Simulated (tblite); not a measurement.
Species: C5H11FGeS.
Numbering: `[CH3:1][S:2][Ge@H:3]1[CH2:4][C@:5]([CH3:6])([F:7])[CH2:8]1` (hydrogens: H9, H10, H11 on C1; H12 on Ge3; H13, H14 on C4; H15, H16, H17 on C6; H18, H19 on C8)

Computed with GFN2-xTB (tblite), gas phase: L-BFGS steps from a force-field or distance-geometry start until the largest atomic force falls under 0.01 eV/Å.

Step 15: E = -713.3957 eV
```
atom  x, y, z in Å  |  force x, y, z in eV/Å
C1      3.8042   -0.0593   -0.2622   -0.023  -0.008  -0.028
S2      2.5680   -0.7418    0.9007    0.065  -0.020   0.024
Ge3     0.7233   -0.7879   -0.3718    0.008  -0.020  -0.040
C4     -1.0204   -1.1190    0.5643    0.003   0.020   0.020
C5     -1.5771    0.0401   -0.2597   -0.015   0.028   0.051
C6     -2.8381    0.7205    0.2397   -0.023   0.035   0.066
F7     -1.8505   -0.5112   -1.5208   -0.018  -0.050  -0.124
C8     -0.3426    0.9152   -0.4562    0.024  -0.026   0.000
H9      3.4687    0.9010   -0.6448    0.000  -0.049   0.010
H10     3.9688   -0.7632   -1.0738   -0.006   0.047   0.019
H11     4.7210    0.0714    0.3076   -0.099  -0.038  -0.020
H12     0.9440   -1.5223   -1.7043    0.021   0.048   0.074
H13    -1.6118   -2.0253    0.4529    0.132   0.001   0.004
H14    -0.9598   -0.8445    1.6170   -0.013  -0.043  -0.033
H15    -2.5808    1.6511    0.7385   -0.069   0.004   0.025
H16    -3.4886    0.9366   -0.6068    0.036   0.032   0.080
H17    -3.3689    0.0788    0.9395   -0.047   0.007  -0.048
H18    -0.1444    1.4823    0.4538   -0.057   0.082  -0.071
H19    -0.4249    1.5867   -1.3058    0.081  -0.048  -0.009
```

Step 16: E = -713.3991 eV
```
atom  x, y, z in Å  |  force x, y, z in eV/Å
C1      3.8017   -0.0607   -0.2640   -0.034  -0.018   0.007
S2      2.5662   -0.7472    0.9032    0.146   0.011  -0.011
Ge3     0.7265   -0.7870   -0.3675   -0.043  -0.008  -0.095
C4     -1.0174   -1.1185    0.5652   -0.018   0.041   0.004
C5     -1.5775    0.0416   -0.2566   -0.004   0.017   0.014
C6     -2.8403    0.7224    0.2438    0.017  -0.001   0.013
F7     -1.8498   -0.5106   -1.5197   -0.031  -0.032  -0.077
C8     -0.3426    0.9159   -0.4567    0.025  -0.020   0.009
H9      3.4662    0.9012   -0.6444   -0.003  -0.078   0.018
H10     3.9703   -0.7631   -1.0768   -0.032   0.056   0.036
H11     4.7178    0.0694    0.3069   -0.095  -0.033  -0.019
H12     0.9490   -1.5217   -1.7018    0.017   0.060   0.096
H13    -1.6044   -2.0260    0.4474    0.108  -0.017   0.016
H14    -0.9598   -0.8471    1.6182   -0.015  -0.045  -0.016
H15    -2.5836    1.6553    0.7407   -0.082  -0.052   0.040
H16    -3.4879    0.9395   -0.6049    0.037   0.031   0.078
H17    -3.3743    0.0743    0.9365   -0.019   0.057  -0.040
H18    -0.1469    1.4898    0.4493   -0.047   0.078  -0.066
H19    -0.4229    1.5818   -1.3111    0.073  -0.046  -0.007
```

Step 17: E = -713.4030 eV
```
atom  x, y, z in Å  |  force x, y, z in eV/Å
C1      3.7980   -0.0632   -0.2658   -0.039  -0.025   0.040
S2      2.5671   -0.7550    0.9059    0.174   0.031  -0.045
Ge3     0.7296   -0.7853   -0.3639   -0.072   0.016  -0.093
C4     -1.0139   -1.1171    0.5666   -0.028   0.048  -0.022
C5     -1.5776    0.0441   -0.2520    0.009  -0.003  -0.045
C6     -2.8425    0.7246    0.2490    0.057  -0.041  -0.047
F7     -1.8490   -0.5102   -1.5183   -0.038   0.000   0.000
C8     -0.3423    0.9174   -0.4576    0.017  -0.008   0.010
H9      3.4618    0.8996   -0.6429   -0.015  -0.079   0.016
H10     3.9714   -0.7622   -1.0801   -0.056   0.042   0.030
H11     4.7127    0.0666    0.3054   -0.057  -0.020  -0.002
H12     0.9570   -1.5203   -1.6963    0.010   0.061   0.091
H13    -1.5941   -2.0263    0.4395    0.070  -0.044   0.029
H14    -0.9603   -0.8529    1.6207   -0.014  -0.036   0.007
H15    -2.5892    1.6594    0.7450   -0.080  -0.097   0.064
H16    -3.4857    0.9435   -0.6019    0.023   0.035   0.051
H17    -3.3817    0.0696    0.9318    0.009   0.094  -0.018
H18    -0.1495    1.5026    0.4415   -0.033   0.064  -0.055
H19    -0.4217    1.5744   -1.3187    0.064  -0.040  -0.011
```

Step 18: E = -713.4068 eV
```
atom  x, y, z in Å  |  force x, y, z in eV/Å
C1      3.7936   -0.0665   -0.2670   -0.024  -0.022   0.052
S2      2.5714   -0.7635    0.9079    0.124   0.030  -0.061
Ge3     0.7319   -0.7827   -0.3614   -0.060   0.045  -0.031
C4     -1.0108   -1.1150    0.5680   -0.021   0.032  -0.039
C5     -1.5773    0.0471   -0.2474    0.017  -0.022  -0.088
C6     -2.8438    0.7261    0.2537    0.072  -0.060  -0.086
F7     -1.8485   -0.5097   -1.5160   -0.041   0.028   0.061
C8     -0.3419    0.9196   -0.4588    0.003   0.006   0.004
H9      3.4562    0.8961   -0.6406   -0.034  -0.050   0.006
H10     3.9715   -0.7605   -1.0833   -0.070   0.010   0.006
H11     4.7067    0.0633    0.3034    0.004  -0.002   0.022
H12     0.9668   -1.5180   -1.6885    0.003   0.049   0.056
H13    -1.5825   -2.0269    0.4306    0.028  -0.064   0.038
H14    -0.9611   -0.8609    1.6240   -0.013  -0.020   0.019
H15    -2.5971    1.6617    0.7513   -0.057  -0.118   0.089
H16    -3.4826    0.9482   -0.5984    0.001   0.041   0.004
H17    -3.3894    0.0664    0.9265    0.031   0.101   0.011
H18    -0.1520    1.5185    0.4314   -0.020   0.044  -0.039
H19    -0.4209    1.5657   -1.3277    0.057  -0.028  -0.024
```

**Question.** Estimate the geometry and energy of step 19. (The exact step hangs on the optimiser's Hessian estimate; all steps are aligned on step 18, rigid shifts and turns removed.)

**Answer.** E = -713.4099 eV, largest force 0.151 eV/Å
```
atom  x, y, z in Å  |  force x, y, z in eV/Å
C1      3.7897   -0.0696   -0.2672    0.010  -0.008   0.035
S2      2.5771   -0.7700    0.9085    0.029   0.009  -0.046
Ge3     0.7328   -0.7796   -0.3599   -0.017   0.062   0.050
C4     -1.0088   -1.1131    0.5688   -0.004   0.003  -0.036
C5     -1.5766    0.0494   -0.2448    0.015  -0.030  -0.089
C6     -2.8437    0.7265    0.2561    0.051  -0.046  -0.086
F7     -1.8489   -0.5089   -1.5132   -0.039   0.035   0.068
C8     -0.3415    0.9218   -0.4599   -0.007   0.014  -0.008
H9      3.4509    0.8922   -0.6385   -0.047  -0.013  -0.002
H10     3.9702   -0.7589   -1.0856   -0.071  -0.023  -0.018
H11     4.7020    0.0607    0.3022    0.055   0.012   0.036
H12     0.9750   -1.5152   -1.6810   -0.003   0.035   0.013
H13    -1.5726   -2.0283    0.4240   -0.002  -0.065   0.041
H14    -0.9621   -0.8680    1.6269   -0.014  -0.004   0.014
H15    -2.6047    1.6610    0.7581   -0.020  -0.111   0.101
H16    -3.4798    0.9528   -0.5956   -0.014   0.043  -0.040
H17    -3.3950    0.0658    0.9222    0.040   0.073   0.031
H18    -0.1543    1.5325    0.4223   -0.011   0.028  -0.023
H19    -0.4195    1.5582   -1.3355    0.049  -0.014  -0.039
```

The energy changes by -0.0030 eV. The first-order estimate −F·Δx gives -0.0043 eV and the mean of the old and new forces, exact on a quadratic surface, -0.0030 eV. The step makes an angle of 70° with the force vector and moves no atom by more than 0.017 Å.

The cost below is that of the whole relaxation. Time: 1.0 s of wall time. Hardware: Arm Neoverse N1, one thread, shared host.
